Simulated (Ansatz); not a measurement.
Correlation energies of `C[Si](C)(Cl)/C=C\[Si](F)(F)Cl` by basis set

```xyz
18

C    -1.334    0.328    1.809
Si   -1.242   -0.159    0.019
C    -0.998    1.282   -1.129
Cl   -3.049   -1.044   -0.491
C     0.007   -1.540   -0.254
C     1.340   -1.488   -0.362
Si    2.412   -0.010   -0.234
F     3.782   -0.409    0.443
F     1.755    1.109    0.677
Cl    2.840    0.839   -2.024
H    -1.526   -0.543    2.439
H    -2.142    1.047    1.964
H    -0.394    0.786    2.123
H    -0.914    0.945   -2.164
H    -0.106    1.857   -0.875
H    -1.861    1.948   -1.058
H    -0.450   -2.528   -0.345
H     1.881   -2.420   -0.536
```

The species carries charge 0 and has multiplicity 1. Geometry: relaxed with PBE0-D4/def2-TZVP. It is one conformer, not always the lowest. Frozen core, restricted reference, the Gaussian-basis code of Ansatz. CBS rows extrapolate triple and quadruple zeta; past MP2 they add the triple-zeta difference.

| basis | HF (Eh) | MP2 corr. |
| --- | --- | --- |
| def2-SVP | -1851.38380 | -1.36263 |
| def2-TZVPP | -1852.35220 | -1.77397 |
| def2-QZVPP | -1852.41232 | -1.92382 |

Problem. Estimate the CCSD correlation energy and the (T) correction in each basis where they were run (hartree).

Solution. 
```tsv
basis	CCSD corr.	(T)
def2-SVP	-1.44762	-0.03827
def2-TZVPP	-1.85249	-0.07432
CBS(def2)	-2.11333	as TZ
```
